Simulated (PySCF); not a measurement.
PySCF 2.14 output of an unrestricted MN15 calculation on a single atom or ion in x2c-TZVPall (6s5p4d1f, 48 functions), with the spin-free X2C one-electron Hamiltonian (Gaussian nucleus):

```
SCF conv_tol = 1e-09
number electrons alpha = 16  beta = 15
    H. S. Yu, X. He, S. L. Li, and D. G. Truhlar.,  Chem. Sci. 7, 5032-5051 (2016)
    H. S. Yu, X. He, S. L. Li, and D. G. Truhlar.,  Chem. Sci. 7, 5032-5051 (2016)
cycle= 1 E= -2261.04076499176  delta_E= -0.019  |g|= 0.265  |ddm|= 0.242
cycle= 2 E= -2261.04116996185  delta_E= -0.000405  |g|= 0.255  |ddm|= 0.171
cycle= 3 E= -2261.0479422141  delta_E= -0.00677  |g|= 0.00186  |ddm|= 0.0815
cycle= 4 E= -2261.04794364515  delta_E= -1.43e-06  |g|= 0.000206  |ddm|= 0.00186
cycle= 5 E= -2261.04794368176  delta_E= -3.66e-08  |g|= 8.46e-06  |ddm|= 0.000321
cycle= 6 E= -2261.04794368182  delta_E= -6.32e-11  |g|= 8.49e-07  |ddm|= 2.02e-05
converged SCF energy = -2261.04794368182  <S^2> = 0.75248701  2S+1 = 2.0024855
```

The run itself started from symmetry-adapted Hartree-Fock orbitals and held the occupation by maximum overlap, on a logarithmic radial grid, so the iterations belong to that start.

Which element, charge and spin multiplicity is this?

As²⁺ (arsenic, charge +2), multiplicity 2; the state was [Ar] 3d10 4s2 4p1, 2P determinant.
